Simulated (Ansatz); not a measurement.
Stepwise reaction of `[Cl][Al]([Br])[Br]` with water, as a gas-phase model of exchange steps in deposition or etching. ΔE in kJ/mol; ΔG adds harmonic PBE0-D4 terms to CCSD(T)/CBS, at 1 bar.

Gas-phase electronic energies from Ansatz, PBE0-D4/def2-TZVP geometries. CBS: MP2 limit from def2 TZ/QZ plus the TZ coupled-cluster correction, frozen cores. This one scheme is used for every species. DFT in def2-TZVPP. B3LYP here is the variant with VWN-RPA as its local correlation; programs differ in this. For Br outer-core shells are correlated without core-valence functions, which leaves a few kJ/mol of doubt a bond. Scalar relativity is left out up to krypton. Each species was taken in one conformer, which may not be the lowest.

```tsv
step	reaction	PBE-D4	B3LYP-D4	ωB97M-V	CCSD(T)/CBS	ΔG(600 K)
1	`[Cl][Al]([Br])[Br]` + H₂O → `[OH][Al]([Cl])[Br]` + HBr	22.3	16.1	18.6	24.6	16.3
2	`[OH][Al]([Cl])[Br]` + H₂O → `[OH][Al]([OH])[Cl]` + HBr	24.9	19.1	22.4	27.2	25.4
```

(1) By hand: ΔE of the 2 steps together at CCSD(T)/CBS.

Answers

(1) (24.6) + (27.2) = 51.8 kJ/mol, or 25.9 kJ/mol a step.

In ΔE the steps differ by no more than 2.6 kJ/mol. All are uphill at CCSD(T)/CBS. ΔG lies between 16.3 and 25.4 kJ/mol a step. PBE-D4 differs from CCSD(T)/CBS by -2.3 to -2.3 kJ/mol a step. Isolated molecules leave out the surface, adducts and barriers. Largest T1 diagnostic: 0.011.
